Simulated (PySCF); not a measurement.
C2H8FNSi2, SMILES C[Si@H]1CN[Si@H]1F.

Geometry optimised at TPSSh-D3(BJ)/def2-SVP. The structure was generated by enumeration; whether it is a known compound was not checked.

All values below come from TPSSh-D3(BJ)/def2-SVP (PySCF).

Frequencies are harmonic and unscaled.

```tsv
mode	ν (cm⁻¹)	IR (km/mol)	moving atoms (share of kinetic energy)
1	72	0.6	C 36 %, H 27 %, F 15 %, N 15 %
2	95	1.5	F 41 %, C 23 %, H 19 %, N 14 %
3	155	0.0	H 95 %
4	193	2.0	H 33 %, C 31 %, Si 27 %
5	223	3.6	Si 36 %, F 24 %, H 21 %, C 13 %
6	296	5.3	F 29 %, Si 26 %, N 24 %, H 13 %, C 8 %
7	420	2.9	Si 63 %, H 20 %, C 11 %
8	435	16.2	Si 50 %, N 22 %, H 14 %, C 12 %
9	497	95.7	H 83 %, N 11 %
10	631	4.2	H 66 %, C 28 %
11	648	27.1	H 78 %, C 16 %
12	655	22.2	H 62 %, C 25 %, Si 11 %
13	698	131.8	H 70 %, Si 13 %, C 10 %
14	730	4.5	Si 37 %, C 33 %, H 26 %
15	782	110.1	H 45 %, N 19 %, Si 17 %, C 10 %, F 9 %
16	830	73.1	H 41 %, Si 21 %, F 19 %, C 11 %
17	848	28.7	H 67 %, C 17 %, Si 11 %
18	867	19.9	H 56 %, F 17 %, Si 13 %, N 11 %
19	897	88.2	H 76 %, C 12 %, Si 9 %
20	923	205.8	H 48 %, Si 33 %, F 10 %
21	1039	29.7	C 37 %, N 35 %, H 26 %
22	1164	18.9	H 78 %, C 16 %
23	1178	5.7	H 88 %, C 8 %
24	1278	8.3	H 80 %, C 20 %
25	1341	32.9	H 64 %, N 23 %, C 13 %
26	1450	3.7	H 96 %
27	1453	3.5	H 96 %
28	1490	4.6	H 92 %
29	2232	116.8	H 97 %
30	2256	210.4	H 97 %
31	2992	63.6	H 95 %
32	3030	5.9	H 97 %
33	3041	32.7	H 90 %, C 10 %
34	3123	4.2	H 91 %, C 9 %
35	3131	3.8	H 91 %, C 9 %
36	3550	7.4	H 93 %
```
